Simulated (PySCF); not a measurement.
All of these have the formula C6H6OP2. The calculation used PySCF, TDDFT PBE0/def2-SVPD, vertical, gas phase, core orbitals frozen in the response. Geometries: GFN2-xTB; one conformer of each isolated species. Triplets are in the Tamm–Dancoff approximation.

A. `CC(=O)c1ccpcp1`
B. `C=C/P=P/c1ccco1`
C. `c1(pcpcc1C=O)C`

Lowest singlet levels (six at most, fewer where fewer were computed) with oscillator strengths:

1. 373 nm (f 0.000); 339 nm (f 0.000); 330 nm (f 0.039); 302 nm (f 0.014); 291 nm (f 0.000); 275 nm (f 0.029); T1 2.78 eV
2. 418 nm (f 0.004); 333 nm (f 0.007); 312 nm (f 0.001); 310 nm (f 0.055); 297 nm (f 0.091); 277 nm (f 0.000); T1 2.51 eV
3. 411 nm (f 0.363); 394 nm (f 0.000); 277 nm (f 0.013); 251 nm (f 0.009); 244 nm (f 0.005); 239 nm (f 0.127); T1 1.48 eV

Question: Match each spectrum to its molecule.

Answer: 1 = C, 2 = A, 3 = B.
- A: S1 at 2.97 eV, HOMO→LUMO (95%); Löwdin shares by element: HOMO phosphorus 44%, oxygen 29%, carbon 7% or more (atoms not listed hold the other 20%); LUMO phosphorus 38%, carbon 24% or more (atoms not listed hold the other 38%); HOMO -7.19 and LUMO -2.86 eV; point group Cs, 1 of its 6 listed states under f = 0.0005.
- B: S1 at 3.02 eV, HOMO→LUMO (97%); Löwdin shares by element: HOMO phosphorus 38%, carbon 24% or more (atoms not listed hold the other 38%); LUMO phosphorus 62%, carbon 15% or more (atoms not listed hold the other 23%); HOMO -6.13 and LUMO -2.75 eV; point group Cs, 1 of its 6 listed states under f = 0.0005.
- C: S1 at 3.32 eV, HOMO-1→LUMO (83%), HOMO-2→LUMO (8%); Löwdin shares by element: HOMO carbon 38% or more, phosphorus 37% (atoms not listed hold the other 25%); LUMO carbon 42% or more, oxygen 14% (atoms not listed hold the other 45%); HOMO -7.39 and LUMO -2.73 eV; point group Cs, 3 of its 6 listed states under f = 0.0005.
A and B have S1 within 0.05 eV of each other; their strongest listed levels stand at 4.18 eV (f 0.091) and 3.02 eV (f 0.363).
